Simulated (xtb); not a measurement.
C₃H₇NO, charge -1, doublet, geometry from GFN2-xTB (a state made from the parent by changing its charge; the spin is typed, not shown lowest). Base run: GFN2-xTB in xtb 6.7.1.

Geometry (Å):
```xyz
12

C      1.6795    -0.1633     0.4071
N      0.2512    -0.0356     0.4809
C     -0.4205    -1.2999     0.3944
C     -0.2787     0.9546    -0.5205
O     -1.5149     0.8494    -0.8957
H      2.1255     0.8331     0.4224
H      2.0532    -0.7268     1.2750
H      2.0387    -0.6838    -0.5081
H     -1.4561    -1.0762     0.1308
H      0.0013    -1.9702    -0.3819
H     -0.3792    -1.8293     1.3579
H      0.0963     1.9582    -0.1832
```
Charge -1, spin multiplicity 2.
All else is at xtb's defaults.
Base energy -17.07764 Eh.

Each row names what was changed in the base input (with any setting that the change needs).

```csv
change,ΔE vs base (mEh),G_solv (kcal/mol),SCF cycles
base,0.000,-,11
file = coord,0.000,-,11
acc = 1000,0.004,-,5
alpb = ether,-87.001,-55.99,10
acc = 0.0001,0.000,-,17
etemp = 10000,-11.251,-,10
gbsa = water,-104.7,-68.65,10
```

ALPB and GBSA are two models with their own fitted parameters for each solvent, which aren't always the measured dielectric constant.
